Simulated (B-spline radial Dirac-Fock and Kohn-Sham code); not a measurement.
# Sm³⁺: eigenvalues, ΔSCF and the reference

System: the Sm³⁺ ion, [Xe] 4f5.

The density-functional columns are spherical, spin-unpolarised Dirac-Kohn-Sham results without Breit or QED terms: −ε is minus the orbital energy of the initial state and ΔSCF the difference of two total energies. The reference in the last column comes from Dirac-Fock ΔSCF + Breit + QED. All numbers are from a radial atomic solver, in eV; a selection of levels is shown. The Kohn-Sham columns are given as differences from the reference. For the 1s level of heavy atoms much of the gap between ΔSCF and the reference is the Breit and QED part, -194.3 eV here; for other levels the error of the functional can be larger.

| level | LDA −ε − DF | LDA ΔSCF − DF | PBE −ε − DF | PBE ΔSCF − DF | Dirac-Fock |
| --- | --- | --- | --- | --- | --- |
| K | -258.7 | +181.7 | -213.6 | +228.2 | 46870.6 |
| L1 | -139.6 | -58.9 | -133.6 | -53.2 | 7780.7 |
| L2 | -103.0 | -1.2 | -100.5 | +1.2 | 7350.7 |
| L3 | -109.4 | -17.2 | -107.6 | -15.5 | 6755.1 |
| M1 | -69.7 | -44.1 | -68.0 | -42.5 | 1768.6 |
| M2 | -55.3 | -28.3 | -54.6 | -27.7 | 1584.4 |
| M3 | -54.4 | -29.0 | -54.0 | -28.6 | 1461.7 |
| M4 | -34.5 | -5.0 | -34.7 | -5.2 | 1146.0 |
| M5 | -35.1 | -6.1 | -35.3 | -6.4 | 1120.1 |
| N1 | -33.2 | -21.1 | -32.4 | -20.4 | 395.6 |
| N2 | -26.1 | -14.2 | -25.8 | -13.9 | 323.4 |
| N3 | -26.2 | -14.6 | -25.8 | -14.2 | 296.4 |
| N4 | -13.4 | -2.2 | -13.4 | -2.2 | 176.1 |
| N5 | -13.4 | -2.4 | -13.5 | -2.4 | 171.3 |
| N6,7 | -5.8 | +3.8 | -6.1 | +3.4 | 38.48 |
| O1 | -9.4 | -2.1 | -9.7 | -2.4 | 80.67 |
| O2 | -5.1 | +1.7 | -5.3 | +1.5 | 58.06 |
| O3 | -5.1 | +1.5 | -5.3 | +1.3 | 54.07 |

Values without a named source are computed, but for edge energies of neutral atoms, which are taken from tables.
